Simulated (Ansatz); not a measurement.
C2H6B, SMILES `C[B-]C` (excited triplet) (charge -1, multiplicity 3). This triplet is an excited state, 0.67 eV above the relaxed singlet at the level frozen-core CCSD(T)/aug-cc-pVDZ // B3LYP-D3(BJ)/def2-TZVPD (Ansatz, a quantum-chemistry and plane-wave program).

These are Ansatz with CAM-B3LYP/aug-cc-pVTZ // B3LYP-D3(BJ)/def2-TZVPD values and carry that method's errors.

Ansatz 0.2 input:
```yaml
crystal:
  periodic: [false, false, false]
  atoms:
    - { symbol: C, position_ang: [-1.416195, -0.095886, 0.004955] }
    - { symbol: B, position_ang: [0.008896, -0.597306, -0.48416] }
    - { symbol: C, position_ang: [1.417471, 0.010417, -0.074123] }
    - { symbol: H, position_ang: [-2.242098, -0.676885, -0.418476] }
    - { symbol: H, position_ang: [-1.53892, -0.147742, 1.108182] }
    - { symbol: H, position_ang: [-1.617976, 0.963661, -0.262508] }
    - { symbol: H, position_ang: [1.524117, 1.081555, -0.350136] }
    - { symbol: H, position_ang: [2.259681, -0.507954, -0.544169] }
    - { symbol: H, position_ang: [1.605025, -0.02986, 1.020436] }
basis:
  gaussian: { orbitals: aug-cc-pVTZ }
hamiltonian:
  xc: cam_b3lyp
total_charge: -1
magnetization:
  spin_polarized: true
  initial_magnetization: 2
```

Output:

```
Functional definition: CAM-B3LYP
1013 factors; their error is unknown
485 factors; integrals over basis functions are off by at most 2.5e-5 eV
mean field evaluation 1: about -2840.8267 eV, gradient 2.7e1 eV
mean field evaluation 2: about -2839.4987 eV, gradient 3.0e1 eV
mean field evaluation 4: about -2844.8174 eV, gradient 1.5e0 eV
mean field evaluation 8: about -2844.8403 eV, gradient 6.0e-2 eV
mean field evaluation 16: about -2844.8173 eV, gradient 1.1e-3 eV
mean field evaluation 32: about -2844.8526 eV, gradient 1.7e-1 eV
mean field evaluation 64: about -2844.8543 eV, gradient 3.3e-2 eV
mean field evaluation 96: about -2844.8426 eV, gradient 4.3e-1 eV
a density is far from that of the atoms, so the factors are made again for it
1596 factors; integrals over basis functions are off by at most 1.2e-3 eV
511 factors; integrals over basis functions are off by at most 2.5e-5 eV
mean field evaluation 128: about -2844.8038 eV, gradient 2.6e-1 eV
mean field evaluation 160: about -2844.4856 eV, gradient 1.3e0 eV
mean field evaluation 192: about -2844.6469 eV, gradient 1.7e0 eV
mean field -2844.85445807 eV, -104.5464730225 hartree, gradient 3.8e-6 eV, S^2 2.001631; 8 other end points of the search recorded, 0 dependent functions left out
reference -2844.85455187 eV, -104.5464764694 hartree; 13, 11 occupied and 263, 265 virtual orbitals, 1596 factors
Total energy: -2844.85455187 eV, -104.5464764694 hartree
```
